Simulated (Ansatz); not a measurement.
Energy difference R1 → 2 P1 + 4 P2 + P3, each structure at its B3LYP-D3(BJ)/def2-TZVP stationary point, reached from a drawn start (curvature not checked).
R1: H2O4S (SMILES O=S(=O)(O)O), charge 0, multiplicity 1.
P1: H atom, charge 0, multiplicity 2.
P2: O atom, charge 0, multiplicity 3.
P3: S atom, charge 0, multiplicity 3.

P less R. No zero-point or thermal terms; singlets are restricted closed shells; open shells are unrestricted; no spin–orbit coupling. One arrangement of each flexible species, with no search for the lowest.

Frozen-core correlation throughout.

Programs: Ansatz (Gaussian basis) for Hartree–Fock, density functionals and correlated methods. Each number belongs to the level named beside it.

The comparison value is 588.63 kcal/mol (CCSD(T)/cc-pV(Q+d)Z). It is a level with limits of its own, not the exact answer.

**Question.** Order these levels by how close they come to the comparison value for the reaction energy, closest first: B2PLYP/def2-TZVPP, wB97X-V/def2-TZVPP, revPBE/def2-TZVPP, SVWN5/def2-TZVPP, B3LYP/def2-TZVPP. Give each level's value less the comparison value.

**Answer.** revPBE/def2-TZVPP (1.16 kcal/mol), B2PLYP/def2-TZVPP (-3.91 kcal/mol), B3LYP/def2-TZVPP (-7.25 kcal/mol), wB97X-V/def2-TZVPP (9.73 kcal/mol), SVWN5/def2-TZVPP (164.60 kcal/mol)

Ansatz is a program for electronic structure.
